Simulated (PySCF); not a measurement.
Spin states of PbS

Unrestricted PBE0; basis Pb def2-SVP with ECP60, S def2-SVP; scalar-relativistic core potentials; PySCF 2.14. Outer shells of the fragments: Pb 5d10 6s2 6p2; S 3s2 3p4.

Followed along the bond (rough minima from three points):

| 2Ms+1 | unpaired | ⟨S²⟩ at the start | R at minimum (Å) | Te (eV) |
| --- | --- | --- | --- | --- |
| 1 | none | 0.00 | 2.31 | 0.00 |
| 3 | π ↑↑ | 2.01 | none in the scan | ≤ 1.88 |
| 5 | σ ↑, π ↑↑↑ | 6.01 | none in the scan | ≤ 4.76 |

Solutions found at the starting distance of 2.380 Å, counted from the lowest of them; the search is not exhaustive and high or unbound solutions are not listed, so other states can lie among these:

| 2Ms+1 | unpaired | term | E (eV) | ⟨S²⟩ | ⟨Lz²⟩ | μ (D) |
| --- | --- | --- | --- | --- | --- | --- |
| 1 | none | ¹Σ⁺ | 0.00 | 0.00 | 0.00 | -4.24 |
| 3 | π ↑↑ | mixed | 2.08 | 2.01 | 2.01 | -1.58 |
| 3 | π ↑↑ | mixed | 2.36 | 2.00 | 2.01 | -1.80 |
| 1 | π ↑↓ | mixed | 2.41 | 1.01 | 2.01 | -1.87 |
| 3 | σ ↑, π ↑ | ³Π | 2.73 | 2.01 | 1.01 | -3.05 |
| 1 | σ ↓, π ↑ | mixed | 2.90 | 1.01 | 1.00 | -3.05 |
| 3 | σ ↑, π ↑ | ³Π | 5.10 | 2.00 | 1.02 | -0.38 |
| 5 | σ ↑, π ↑↑↑ | ⁵Π | 5.21 | 6.01 | 1.01 | 0.87 |
| 1 | σ ↓, π ↑ | mixed | 5.26 | 1.01 | 1.01 | -0.35 |
| 3 | σ ↑↑ | ³Σ⁺ | 5.29 | 2.00 | 0.00 | -1.37 |
| 5 | π ↑↑↑↑ | ⁵Σ⁺ | 5.51 | 6.01 | 0.00 | 3.48 |
| 1 | π ↑↑↓↓ | mixed | 6.28 | 2.01 | 4.03 | 3.49 |
| 5 | σ ↑↑, π ↑↑ | mixed | 7.48 | 6.00 | 2.01 | 1.96 |
| 5 | σ ↑↑, π ↑↑ | mixed | 7.71 | 6.00 | 2.01 | 1.83 |

A term symbol is given only where ⟨S²⟩ and ⟨Lz²⟩ are close to those of a pure state; real π, δ and φ orbitals otherwise mix terms. A positive dipole means Pb(−)S(+).

The measured ground state is X ¹Σ+ (Huber and Herzberg, Constants of Diatomic Molecules (1979)).

These are scalar-relativistic numbers at best; spin–orbit coupling would shift them, the dissociation energy most. Counting both spins, an empty level lies below a filled one in some of these solutions, because spin and occupation are held.
